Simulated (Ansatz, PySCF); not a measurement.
Here is a job for Ansatz (a quantum-chemistry and plane-wave program).
Ansatz 0.2 input:
```yaml
crystal:
  periodic: [false, false, false]
  atoms:
    - {symbol: C, position_ang: [-2.81833807, 0.03397709, 0.26148815]}
    - {symbol: C, position_ang: [-1.44794666, 0.01348822, 0.13373045]}
    - {symbol: C, position_ang: [-0.73747723, -1.19644166, -0.11732029]}
    - {symbol: C, position_ang: [0.62360438, -1.21406958, -0.24379064]}
    - {symbol: C, position_ang: [1.36015996, -0.02882335, -0.12811178]}
    - {symbol: O, position_ang: [2.71076913, -0.09396390, -0.26095173]}
    - {symbol: C, position_ang: [0.69322948, 1.17480608, 0.11800935]}
    - {symbol: C, position_ang: [-0.67015173, 1.20070481, 0.24596333]}
    - {symbol: H, position_ang: [-3.34723011, 0.95028899, 0.45078219]}
    - {symbol: H, position_ang: [-3.39927232, -0.86602155, 0.17561694]}
    - {symbol: H, position_ang: [-1.30033477, -2.11331226, -0.20743510]}
    - {symbol: H, position_ang: [1.15912017, -2.13115614, -0.43380630]}
    - {symbol: H, position_ang: [3.09387677, 0.78606077, -0.16017153]}
    - {symbol: H, position_ang: [1.26685654, 2.08935354, 0.20678696]}
    - {symbol: H, position_ang: [-1.17765005, 2.13464818, 0.43602923]}
basis:
  gaussian:
    orbitals: cc-pVDZ
magnetization: {spin_polarized: true, initial_magnetization: 1}
correlation: {method: mp2, electrons: outside_noble_gas}
accuracy: high
```

Problem. Give the equivalent PySCF input.

Solution. Several could match; the one computed here: 
```python
from pyscf import gto, scf, mp

mol = gto.M(
    atom='''
C    -2.818338    0.033977    0.261488
C    -1.447947    0.013488    0.133730
C    -0.737477   -1.196442   -0.117320
C     0.623604   -1.214070   -0.243791
C     1.360160   -0.028823   -0.128112
O     2.710769   -0.093964   -0.260952
C     0.693229    1.174806    0.118009
C    -0.670152    1.200705    0.245963
H    -3.347230    0.950289    0.450782
H    -3.399272   -0.866022    0.175617
H    -1.300335   -2.113312   -0.207435
H     1.159120   -2.131156   -0.433806
H     3.093877    0.786061   -0.160172
H     1.266857    2.089354    0.206787
H    -1.177650    2.134648    0.436029
''',
    basis='cc-pvdz',
    charge=0,
    spin=1,
    verbose=4,
)

mf = scf.UHF(mol)
mf.kernel()

pt = mp.MP2(mf, frozen=8)
pt.kernel()
print('E(MP2) = %.10f' % pt.e_tot)
```

Both were run: Ansatz gave -345.053964 Eh and PySCF -345.053962 Eh, 0.001 mEh apart.
